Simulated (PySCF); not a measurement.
Species: C₄H₁₀N₂OSi₂.
Geometry (PBE0-D3(BJ)/def2-SVP, Å), atoms numbered from 1 in this order:
```xyz
19
C4H10N2OSi2 angstrom
C      2.460    0.964   -0.640
O      1.356    0.330   -0.060
Si     0.009   -0.244   -0.841
C     -1.471    0.923   -0.713
C     -2.757    0.084   -0.528
C     -3.885    0.833   -0.009
N     -4.779    1.420    0.438
Si    -2.293   -1.433    0.551
N     -0.652   -1.607   -0.002
H      2.649    0.617   -1.673
H      3.358    0.748   -0.039
H      2.327    2.060   -0.668
H      0.435   -0.541   -2.246
H     -1.297    1.545    0.182
H     -1.563    1.615   -1.565
H     -3.062   -0.342   -1.500
H     -3.146   -2.616    0.233
H     -2.433   -1.118    2.005
H     -0.088   -2.419    0.224
```

The closed-shell ground state was solved at several levels (PySCF, density fitting, gas phase, non-relativistic).

```
              level  basis functions  total energy (Eh)  HOMO (eV)  LUMO (eV)  gap (eV)  dipole (D)
CAM-B3LYP/def2-SVPD              271          -921.6722      -9.24       0.76     10.00        5.32
      PBE0/pcSseg-1              217          -921.5378      -7.85       0.22      8.07        5.31
```

Q: What might wB97X-D/pcSseg-1 (217 basis functions) give for the same quantities?

A: Total energy -922.0542 Eh, HOMO -9.73 eV, LUMO 2.02 eV, gap 11.75 eV, dipole 5.38 D.

Q: Over all these levels, which gives the widest orbital gap and which the narrowest?

A: wB97X-D/pcSseg-1 (range-separated hybrid) has the widest, 11.75 eV, and PBE0/pcSseg-1 (global hybrid, 25 % exact exchange) the narrowest, 8.07 eV. The two share the basis. From the narrowest to the widest the HOMO moves by -1.88 eV and the LUMO by +1.80 eV.

Q: How far do the dipole and the HOMO energy spread over the levels?

A: The dipole runs from 5.31 to 5.38 D (mean 5.34 D) and the HOMO from -9.73 to -7.85 eV.

One conformer stands for the species.

wB97X-D is run here without its empirical dispersion term; that term would change no orbital, density or response property at a fixed geometry.
